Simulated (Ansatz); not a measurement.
Reaction (ligand exchange at the Si–F bond): `F[Si](F)(F)F` + CH₃NH₂ → `CN[Si](F)(F)F` + H–F

Program: Ansatz. Geometries: PBE0-D4/def2-TZVP. ΔE: electronic, gas phase. CCSD(T)/CBS adds triple-zeta CCSD(T) − MP2 to the extrapolated MP2 energy (def2 sets, frozen cores). This one scheme is used for every species. Functionals use def2-TZVPP. One conformer a species, not always the lowest.

```csv
level,ΔE (kcal/mol)
PBE0-D4,15.0
ωB97X-V,16.3
BLYP,18.6
PBE0,16.3
HF/def2-QZVPP,20.7
MP2/def2-QZVPP,16.2
HF/CBS(def2),20.8
CCSD/CBS(def2),16.6
```

(1) What does CCSD(T)/CBS give? (Estimate.)

Largest T1 diagnostic among the species: 0.011.

## Answers

(1) The calculation gave: +16.2 kcal/mol. The listed levels differ from it by -1.2, 0.1, 2.4, 0.1, 4.5, 0.0, 4.6, 0.4 kcal/mol.

Leaving LDA and LC-ωPBE aside and taking each functional with its dispersion term where it has one, the values, not all of them listed here, spread over 5.0 kcal/mol, from revPBE-D4 to B97M-V. LDA lies −2.3 kcal/mol from PBE without D4. In def2-TZVPP, CCSD(T) changes the Hartree–Fock value by −3.3 kcal/mol (the triples alone add −0.4 kcal/mol) and MP2 by −3.7 kcal/mol. At CCSD(T), def2-SVP lies −1.3 kcal/mol from the extrapolated value and def2-TZVPP +0.6 kcal/mol.
